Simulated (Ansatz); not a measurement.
Correlation energies of `[SiH3]SCS` by basis set

```xyz
10

Si    0.464    0.002    1.595
S     0.108    1.405    0.021
C     0.059    0.283   -1.405
S    -1.029   -1.147   -1.269
H     1.492   -0.980    1.164
H     0.978    0.837    2.711
H    -0.755   -0.712    2.045
H    -0.216    0.898   -2.262
H     1.052   -0.130   -1.587
H    -2.153   -0.456   -1.012
```

Charge 0, multiplicity 1. All single points use the PBE0-D4/def2-TZVP geometry. It is one conformer, not always the lowest. Frozen core, restricted reference, Ansatz 0.2.0. CBS rows extrapolate triple and quadruple zeta; past MP2 they add the triple-zeta difference.

| basis | HF (Eh) | MP2 corr. | CCSD corr. | (T) | CCSD(T) total |
| --- | --- | --- | --- | --- | --- |
| def2-SVP | -1124.99017 | -0.51004 | -0.57209 | -0.01719 | -1125.57945 |
| def2-TZVPP | -1125.41751 | ? | -0.72069 | -0.03206 | ? |
| def2-QZVPP | -1125.45100 | ? | – | – | – |
| CBS(def2) | -1125.45561 | ? | ? | as TZ | ? |

Question: Fill in the withheld values. (An estimate is asked.)

Answer: Computed: def2-TZVPP MP2 corr.: -0.65943; def2-TZVPP CCSD(T) total: -1126.17026; def2-QZVPP MP2 corr.: -0.71224; CBS(def2) MP2 corr.: -0.75135; CBS(def2) CCSD corr.: -0.81261; CBS(def2) CCSD(T) total: -1126.30028.
